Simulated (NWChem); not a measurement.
System: CH4FInO; SMILES [InH]([F])[O]C

```xyz
8

In    -0.2895    -0.5068     0.0000
H     -1.4249    -1.7613     0.0000
F      1.6540    -0.7993     0.0000
O     -0.5715     1.4544     0.0000
C      0.4903     2.3691     0.0000
H      1.4870     1.8910     0.0000
H      0.4335     3.0229    -0.8902
H      0.4335     3.0229     0.8902
```
Atoms are numbered in this order, from 1.

Results from NWChem. The geometry was optimised at PBE0/def2-SVP. def2 effective core potentials on In; no spin-orbit coupling. Level M06-L/def2-SVP: energy and gradient on several grids; changes count from the extra-fine grid, which is no exact limit either.

| grid | size of the energy change (μHa) | largest change of a gradient component (μHa/bohr) |
|---|---|---|
| xcoarse | 700 | 10000 |
| coarse | 300 | 2000 |
| medium | 90 | 300 |
| fine | < 10 | 300 |
| xfine | < 10 | < 30 |
